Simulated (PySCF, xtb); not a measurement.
C₆H₁₈OSi₂, SMILES C[Si](C)(C)O[Si](C)(C)C.

GFN2-xTB (xtb) at its own geometry gives an orbital gap of 6.34 eV and a dipole moment of 0.37 D.

Geometry: B3LYP-D3(BJ)/def2-SVP. The values are those of a single conformer.

Task: What does PySCF with CAM-B3LYP/def2-SVP give? (An estimate is asked for; the answer gives what the named calculation found.)

Result: gap 11.05 eV (levels -8.99 and 2.06 eV), dipole 0.62 D.
